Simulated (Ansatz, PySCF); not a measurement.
C3HBrClF, SMILES BrC(F)=C=CCl.

Geometry optimised at PBE-D3(BJ)/def2-SVP. This is a generated structure with no PubChem entry under its InChIKey; it may be hypothetical.

Vertical ionisation energy (IE) and electron affinity (EA) in eV. Rows of orbital energies are one-electron estimates. Where ΔSCF, EOM or ADC give a negative EA the extra electron is unbound and the value depends on the basis.

| level | IE | EA |
|---|---|---|
| −ε(HOMO), −ε(LUMO), ωB97X/def2-TZVP (PySCF) | ? | ? |
| −ε(HOMO), −ε(LUMO), PBE/def2-TZVP (PySCF) | 6.57 | 2.61 |
| ΔSCF, PBE0/def2-SVPD (Ansatz), final states of multiplicity 2 and 2 | 9.80 | 0.11 |
| ΔSCF, PBE/def2-SVPD (Ansatz), final states of multiplicity 2 and 2 | 9.53 | 0.17 |

### Question
Fill in the missing entries. (The exact figures need the calculation; the answer reports its results.)

### Answer

- −ε(HOMO), −ε(LUMO), ωB97X/def2-TZVP (PySCF), IE: 10.05
- −ε(HOMO), −ε(LUMO), ωB97X/def2-TZVP (PySCF), EA: -0.46

### Question
What vertical singlet–triplet gap does ΔSCF give with PBE0/def2-SVPD (Ansatz, a first-principles code) and with PBE/def2-SVPD (Ansatz)? (An estimate is asked for; the answer gives what the named calculation found.)

### Answer
3.71 and 3.69 eV (triplet above singlet where positive).
